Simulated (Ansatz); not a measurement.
Ideal-gas functions of `[OH][GeH2][SiH3]` at 800 K and 1 bar, from an Ansatz frequency run at PBE0-D4/def2-TZVP.

Molar mass 122.74 g/mol, point group C1 (symmetry number 1), electronic degeneracy 1, moments of inertia 46.306, 173.413, 206.243 u Å². Harmonic wavenumbers (cm⁻¹, unscaled): 90, 133, 177, 341, 351, 497, 551, 677, 686, 767, 846, 888, 933, 939, 947, 2109, 2165, 2215, 2226, 2236, 3897.

Use S(trans) = R[1.5 ln M + 2.5 ln T − 1.1517]; rotational temperatures θ = 24.2544 K / I; S(rot) = R[ln(√π/σ · √(T³/θAθBθC)) + 1.5]; for each mode x = 1.438777 ν̃/T, S = R[x/(eˣ − 1) − ln(1 − e⁻ˣ)] and H = RT x/(eˣ − 1); 1 cm⁻¹ = 0.0119627 kJ/mol; R = 8.31446 J/(mol·K).

**Question.** By hand: the entropy, in J/(mol·K).

**Answer.** Translation 189.4. Rotation: θ = 0.5238, 0.1399, 0.1176 K, giving 120.4. Vibration, mode by mode: 23.46, 20.23, 17.87, 12.51, 12.28, 9.52, 8.72, 7.17, 7.08, 6.27, 5.58, 5.25, 4.92, 4.88, 4.82, 0.92, 0.84, 0.78, 0.77, 0.76, 0.06, in all 154.7. Electronic 0.0. Sum 464.5 J/(mol·K).

**Question.** By hand: H − E and G − E in kJ/mol, counted from the electronic energy.

**Answer.** Zero-point energy ½ × 23671 × 0.0119627 = 141.6; thermal vibration 60.9; translation, rotation and pV give 4 RT = 26.6. H − E = 229.1 kJ/mol, and G − E = 229.1 − 800 × 464.5/1000 = -142.5 kJ/mol.

Vibration gives 33 % of the entropy, 43.7 J/(mol·K) of it from the modes under 150 cm⁻¹: soft modes count most, and the harmonic formula is weakest for them. The sum counts one conformer and one mirror image; others add a mixing term.
